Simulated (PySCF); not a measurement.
Compound: trans-Sn(PH3)2F4.
Cartesian coordinates in Å at the PBE0-D3(BJ)/def2-SVP level; atoms count from 1:
```xyz
13
F4H6P2Sn angstrom
Sn    -0.008   -0.011    0.002
P     -0.048    0.007    2.674
H      0.363    1.185    3.339
H      0.828   -0.943    3.245
H     -1.248   -0.283    3.365
P      0.052   -0.015   -2.670
H      1.260    0.324   -3.322
H     -0.836    0.919   -3.249
H     -0.303   -1.194   -3.367
F      1.934   -0.021    0.230
F     -1.958    0.007   -0.116
F      0.025    1.936   -0.177
F     -0.030   -1.963    0.070
```

Computed, not measured: PySCF, PBE0-D3(BJ)/def2-SVP geometry optimisation, gas phase, def2 core potentials past Kr.

Task: Which atoms are bound to Sn1, and at what distances?

Result: 6 atoms: F11 1.953 Å, F13 1.953 Å, F10 1.955 Å, F12 1.955 Å, P6 2.672 Å, P2 2.672 Å. The nearest atom not counted as bound is H4, at 3.48 Å (others tie with it).

Task: List the angles at Sn1.

Result: 
```
      angle  degrees  distance of the outer atoms (Å)
  P2–Sn1–P6    179.5                             5.34
F12–Sn1–F13    176.7                             3.91
F10–Sn1–F11    176.7                             3.91
 P6–Sn1–F10     95.4                             3.46
 P2–Sn1–F12     94.9                             3.44
 P2–Sn1–F11     92.6                             3.38
 P6–Sn1–F13     91.9                             3.36
F11–Sn1–F12     90.1                             2.77
F10–Sn1–F13     90.1                             2.77
F11–Sn1–F13     90.0                             2.76
F10–Sn1–F12     90.0                             2.76
 P2–Sn1–F13     88.4                             3.27
 P6–Sn1–F11     87.8                             3.25
 P6–Sn1–F12     84.8                             3.17
 P2–Sn1–F10     84.2                             3.15
```

Task: What is the shape at Sn1?

Result: Octahedral: the three widest angles are 179.5°, 176.7° and 176.7°, the others run from 84.2° to 95.4°.

Task: What are the other bond lengths?

Result: P2–H3 and 5 like bonds 1.414 Å.

Point group: near C2h, missed by 0.14 Å at most; the miss may be what the optimiser left on a soft mode (C2 holds within 0.08 Å). Charge 0, singlet. No PBE0-D3(BJ)/def2-SVP frequencies stand behind this structure, so it isn't proved a minimum.
